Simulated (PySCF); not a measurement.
Identify the unknown among the candidates.

All candidates are C4H8FNSi2.

* 13C NMR: chemical shifts (computed TMS as zero) by class: 174.0 (1 C), 102.4 (1 C), 86.4 (1 C), -5.1 (1 C) ppm [GIAO PBE0/pcSseg-1]
* 1H NMR: chemical shifts (computed TMS as zero) by class: 8.79 (1 H), 8.61 (1 H), 4.11 (3 H), 1.93 (1 H), 0.27 (1 H), 0.10 (1 H) ppm [GIAO PBE0/pcSseg-1]
* Triplet: lowest triplet excitation (Tamm–Dancoff): 3.50 eV [TDA CAM-B3LYP/def2-SVPD]
* Polarisability: 102.7 au [CAM-B3LYP/def2-SVPD]
* Rotational structure: rotational constants A, B, C: 1.760, 0.977, 0.774 GHz [GFN2-xTB]
* NMR, other nuclei: isotropic shieldings of nuclei other than C and H, by class: -157 (1 N), 331 (1 F), 381 (1 Si), 426 (1 Si) ppm [GIAO PBE0/pcSseg-1]

The electronic properties come from PySCF, for the isolated species, density fitting. Levels stand in brackets. One conformer (not necessarily the lowest) at the GFN2-xTB geometry, without solvent, vibrations or thermal averaging. NMR classes are plain means over equivalent atoms (diastereotopic ones count apart unless rotation or inversion swaps them), as if these changed places fast.

**Question.** Which candidate is it?
A. `C#C[Si@@H]1C[C@@H](F)[SiH2]N1`
B. `C#C[Si@@](F)(C[SiH3])N=C`
C. `C[C@@H]1[SiH2][C@H](F)[Si@@H]1C#N`
D. `N#C[Si@@H]1[SiH2]CC[C@H]1F`

**Answer.** B. It is `C#C[Si@@](F)(C[SiH3])N=C`. Numbering: `[CH:1]#[C:2][Si@@:3]([F:4])([CH2:5][SiH3:6])[N:7]=[CH2:8]`. Its formula, C4H8FNSi2, gives 3 degrees of unsaturation: 0 rings and 3 π bonds in the structure found. 4 carbons fall into 4 classes; from least to most shielded: C=N carbon [C8] (174.0 ppm), terminal alkyne carbon [C1] (102.4 ppm), alkyne carbon [C2] (86.4 ppm), sp3 carbon bound to silicon [C5] (-5.1 ppm). Hydrogen classes from least to most shielded: 1 H on a C=N carbon, C8 (8.79 ppm), 1 H on a C=N carbon, C8 (8.61 ppm), 3 H on an SiH3 silicon, Si6 (4.11 ppm), 1 H on a terminal alkyne carbon, C1 (1.93 ppm), 1 H on an sp3 carbon bound to silicon, C5 (0.27 ppm), 1 H on an sp3 carbon bound to silicon, C5 (0.10 ppm). The other shieldings belong to: -157 ppm, C=N nitrogen [N7]; 331 ppm, silicon-bound fluorine [F4]; 381 ppm, fluorine-bound silicon [Si3]; 426 ppm, SiH3 silicon [Si6]. The optimised geometry has point group C1 and is an asymmetric top.

The others, at the same levels:
- `C#C[Si@@H]1C[C@@H](F)[SiH2]N1` fails: its computed 13C shifts are 102.4 (1 C), 91.2 (1 C), 90.1 (1 C), 22.0 (1 C) ppm, 1H shifts are 5.69 (1 H), 5.23 (1 H), 5.03 (1 H), 4.92 (1 H), 2.00 (1 H), 1.97 (1 H), 1.59 (1 H), -0.13 (1 H) ppm and rotational constant A is 2.343 GHz (against 1.760 GHz).
- `N#C[Si@@H]1[SiH2]CC[C@H]1F` fails: its computed 13C shifts are 123.5 (1 C), 96.6 (1 C), 35.9 (1 C), 11.0 (1 C) ppm, 1H shifts are 5.70 (1 H), 4.55 (1 H), 4.09 (1 H), 4.04 (1 H), 2.87 (1 H), 1.56 (1 H), 1.42 (1 H), 1.41 (1 H) ppm and smallest rotational constant is 0.897 GHz (against 0.774 GHz).
- `C[C@@H]1[SiH2][C@H](F)[Si@@H]1C#N` fails: its computed 13C shifts are 122.3 (1 C), 85.7 (1 C), 15.0 (1 C), 7.3 (1 C) ppm, 1H shifts are 5.73 (1 H), 5.23 (1 H), 4.90 (1 H), 4.84 (1 H), 1.61 (3 H), 1.09 (1 H) ppm and rotational constant A is 1.546 GHz (against 1.760 GHz).

Each candidate is one conformer, not necessarily the lowest. The conformers computed, where there is a choice (atom-mapped SMILES and torsion angles):
- `[CH:1]#[C:2][Si@@:3]([F:4])([CH2:5][SiH3:6])[N:7]=[CH2:8]`: C2–Si3–C5–Si6 -63°, C2–Si3–N7–C8 117°

The conformers of `C#C[Si@@H]1C[C@@H](F)[SiH2]N1` and `N#C[Si@@H]1[SiH2]CC[C@H]1F` aren't listed.
